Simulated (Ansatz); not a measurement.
One change: `C[SiH](O)[SiH3]` becomes `C[SiH]([SiH3])[SeH]`.

Ansatz, PBE0-D4/def2-TZVP geometries, multiplicity 1. Each molecule was computed in one conformer, which needn't be the lowest.

Scalar relativity is left out up to krypton.

```tsv
property	`C[SiH](O)[SiH3]`
LUMO energy (PBE0/def2-TZVPP) / eV	-0.04
HOMO energy (ωB97M-V/def2-TZVPP) / eV	-9.90
HOMO–LUMO gap (PBE/def2-TZVPP) / eV	5.77
size of the dipole moment (ωB97M-V/def2-TZVPP) / D	1.88
HOMO energy (PBE0/def2-TZVPP) / eV	-7.84
LUMO energy (ωB97M-V/def2-TZVPP) / eV	1.61
```

Question: Give the same properties after the change, and the shifts. (Estimate.)

Answer: Ansatz gave: 
```json
{"property": "LUMO energy (PBE0/def2-TZVPP) / eV", "`C[SiH]([SiH3])[SeH]`": "-0.39", "shift": "-0.35"}
{"property": "HOMO energy (ωB97M-V/def2-TZVPP) / eV", "`C[SiH]([SiH3])[SeH]`": "-8.94", "shift": "0.96"}
{"property": "HOMO–LUMO gap (PBE/def2-TZVPP) / eV", "`C[SiH]([SiH3])[SeH]`": "4.51", "shift": "-1.26"}
{"property": "size of the dipole moment (ωB97M-V/def2-TZVPP) / D", "`C[SiH]([SiH3])[SeH]`": "1.14", "shift": "-0.74"}
{"property": "HOMO energy (PBE0/def2-TZVPP) / eV", "`C[SiH]([SiH3])[SeH]`": "-6.83", "shift": "1.01"}
{"property": "LUMO energy (ωB97M-V/def2-TZVPP) / eV", "`C[SiH]([SiH3])[SeH]`": "1.35", "shift": "-0.26"}
```

With PBE0 the HOMO rises by 1.01 eV and the LUMO falls by 0.35 eV, so the gap narrows by about 1.36 eV. PBE moves the HOMO by 0.95 eV and ωB97M-V by 0.96 eV. Dipoles are sizes alone; their direction can turn.

Spin–orbit coupling is left out; it splits and shifts lone-pair levels of the heavy atoms by tenths of an eV.
